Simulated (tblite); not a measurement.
Isomers of C4H12OSSi2. Computed values, GFN2-xTB/tblite, gas phase, harmonic and unscaled. This tight-binding method is rough: wavenumbers can miss measured ones by several per cent, in bad cases by 10 to 20. Modes of hydrogen on silicon can be 10 to 20 % off. One conformer each.

Electronic energies: GFN2-xTB at the same geometries; isomer energies are rough at this level and their order can be wrong.

```csv
SMILES,"electronic energy, lowest = 0 (kJ/mol)"
CS[C@@H]([SiH3])[SiH2]C(C)=O,194.6
CC[Si@@H](S[SiH3])C(C)=O,0.0
CO[C@@H]1[C@@H]([SiH3])[Si@@H]1SC,206.1
CS[Si@@H]1[C@@H](C)[C@@H]1O[SiH3],24.5
```

**Question.** How do GFN2-xTB zero-point energies change the relative energies?

**Answer.** 
```csv
SMILES,ZPE (kJ/mol),of it from modes above 1550 cm⁻¹,electronic (kJ/mol),"with ZPE, lowest = 0 (kJ/mol)",lowest mode (cm⁻¹),rings
CC[Si@@H](S[SiH3])C(C)=O,386.4,209.5,0.0,0.0,28,0
CS[Si@@H]1[C@@H](C)[C@@H]1O[SiH3],384.0,199.5,24.5,22.1,35,1
CS[C@@H]([SiH3])[SiH2]C(C)=O,369.9,204.6,194.6,178.2,14i,0
CO[C@@H]1[C@@H]([SiH3])[Si@@H]1SC,380.6,197.6,206.1,200.4,43,1
```

The zero-point energies span 16.5 kJ/mol, from `CS[C@@H]([SiH3])[SiH2]C(C)=O` to `CC[Si@@H](S[SiH3])C(C)=O`. Slightly imaginary modes are left out of the zero-point energy: `CS[C@@H]([SiH3])[SiH2]C(C)=O` 13.8i cm⁻¹. The order is unchanged.

**Question.** What do entropy and thermal enthalpy add at 298.15 K and 1 bar (rigid rotor, harmonic oscillator, one conformer each)?

**Answer.** 
| SMILES | point group | symmetry number | S (J/(mol K)) | H − H(0) (kJ/mol) | ZPE + H − H(0) − TS (kJ/mol) |
| --- | --- | --- | --- | --- | --- |
| CC[Si@@H](S[SiH3])C(C)=O | C1 | 1 | 478.1 | 36.64 | 280.4 |
| CS[Si@@H]1[C@@H](C)[C@@H]1O[SiH3] | C1 | 1 | 477.3 | 36.30 | 278.0 |
| CO[C@@H]1[C@@H]([SiH3])[Si@@H]1SC | C1 | 1 | 475.7 | 36.56 | 275.3 |

Not tabulated: `CS[C@@H]([SiH3])[SiH2]C(C)=O` (lowest mode only 14i cm⁻¹).
